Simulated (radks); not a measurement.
The numbers below are computed, except where a source is named.
Trend from Lu3+ to Hg3+: ionisation energy by Delta-SCF between NIST ground configurations, and size. Code: a radial shooting solver on a logarithmic mesh with Libxc functionals. Model: Dirac Kohn-Sham, PBEsol, spin-unpolarised, spherical densities, point nucleus; open shells fill j = l - 1/2 first.

| species | configuration | configuration of the ion | IE (eV) | NIST (eV) | kind |
|---|---|---|---|---|---|
| Lu3+ | [Xe] 4f14 | [Xe] 4f13 | 45.940 | 45.25 | semi-emp. |
| Hf3+ | [Xe] 4f14 5d1 | [Xe] 4f14 | 33.220 | 33.37 | semi-emp. |
| Ta3+ | [Xe] 4f14 5d2 | [Xe] 4f14 5d1 | 35.434 | 35 | theory |
| W3+ | [Xe] 4f14 5d3 | [Xe] 4f14 5d2 | 37.624 | 38.2 | semi-emp. |
| Re3+ | [Xe] 4f14 5d4 | [Xe] 4f14 5d3 | 39.787 | 39 | theory |
| Os3+ | [Xe] 4f14 5d5 | [Xe] 4f14 5d4 | 40.654 | 41 | theory |
| Ir3+ | [Xe] 4f14 5d6 | [Xe] 4f14 5d5 | 42.729 | 40 | theory |
| Pt3+ | [Xe] 4f14 5d7 | [Xe] 4f14 5d6 | 44.778 | 43 | theory |
| Au3+ | [Xe] 4f14 5d8 | [Xe] 4f14 5d7 | 46.806 | 45 | theory |
| Hg3+ | [Xe] 4f14 5d9 | [Xe] 4f14 5d8 | 48.816 | 48.6 | exp. |

Reference values: NIST Atomic Spectra Database (exp. = measured, semi-emp. = semi-empirical, theory = theoretical value adopted there). Spin polarisation and multiplet splitting are left out, so open shells lie too high by an amount that depends on their filling.

Beside tabulated values, note that spin-unpolarised runs miss the spin-polarisation part of the exchange energy of open shells.
